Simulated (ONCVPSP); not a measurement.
Ba: excitation energies, all-electron against ONCV

barium, optimised norm-conserving Vanderbilt (ONCV), made with ONCVPSP 4.0.1 (PBE, fully relativistic). Core [Kr] 4d10, reference 5s2 5p6 6s1 (charge +1). Waves: 5s+6s: rc 2.25 bohr, ncon 3, nbas 6, qcut 4.5 1/bohr, 2 projectors; 5p: rc 2.30 bohr, ncon 4, nbas 9, qcut 6.5 1/bohr, 3 projectors, debl 2.5 Ha; d scattering state at 0.43 Ha: rc 2.15 bohr, ncon 3, nbas 6, qcut 3.8 1/bohr, 2 projectors, debl 1.6 Ha. Local part: polynomial inside 2.15 bohr (lpopt 5, dvloc0 1 Ha). Core correction: Teter function, fcfact 3.25, rcfact 1.5.

Open shells are filled in proportion to 2j + 1.

In the d channel the program set the typed energies aside and used 0.050, 1.650 Ha (j = l + 1/2; the other j can differ).

Energies are relative to the spin-unpolarised reference configuration 5s2 5p6 6s1; without spin polarisation the order of configurations can differ from experiment.

Give the all-electron excitation energy and the error of the potential for: 5s2 5p6 6s2; 5s2 5p6 6s0; 5s2 5p6 6s1.5; 5s2 5p5 6s2.

```csv
valence configuration,charge,ΔE all-electron (eV),error AE − PS (meV)
5s2 5p6 6s2,0,-5.361,-0.4
5s2 5p6 6s0,+2,9.978,-1.7
5s2 5p6 6s1.5,+0.5,-3.225,-0.1
5s2 5p5 6s2,+1,17.975,-16
```

Levels in the configuration 5s2 5p6 6s2:

```
   level  all-electron (eV)  pseudo (eV)
5s j=1/2            -33.632      -33.626
5p j=3/2            -18.094      -18.095
5p j=1/2            -20.165      -20.165
6s j=1/2             -3.229       -3.229
```
